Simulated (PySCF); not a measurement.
Al(AsH2)(OH)2 (AlAsH4O2), SMILES [AsH2][Al]([OH])[OH].

Coordinates come from a PBE-D3(BJ)/def2-SVP optimisation. The structure was generated by enumeration; whether it is a known compound was not checked. One conformer was computed; it need not be the lowest.

Level of theory: PySCF 2.14.0 with PBE-D3(BJ)/def2-SVP.

Frequencies are harmonic and unscaled.

### Question
Give all harmonic wavenumbers and intensities. (The exact figures need the calculation; the answer reports its results.)

### Answer

```
mode  ν (cm⁻¹)  IR (km/mol)  moving atoms (share of kinetic energy)
----  --------  -----------  --------------------------------------
1           65          0.7                                  H 89 %
2          128          0.4         O 58 %, Al 20 %, H 13 %, As 8 %
3          189          9.8        O 50 %, As 20 %, Al 17 %, H 13 %
4          199          9.1                 Al 43 %, O 33 %, H 19 %
5          237          0.1                                  H 94 %
6          328        264.9                          H 80 %, O 16 %
7          337         28.3        Al 48 %, O 20 %, As 17 %, H 16 %
8          482        292.2                          H 88 %, O 11 %
9          508          4.0                                  H 88 %
10         566          4.2                                  H 96 %
11         567          0.1                          H 61 %, O 39 %
12         788        144.5                 O 48 %, Al 33 %, H 19 %
13         898         86.2                         Al 49 %, O 46 %
14         953         16.4                                  H 99 %
15        2120         59.0                                  H 99 %
16        2138         72.7                                  H 99 %
17        3814         24.1                                  H 94 %
18        3817         85.7                                  H 94 %
```
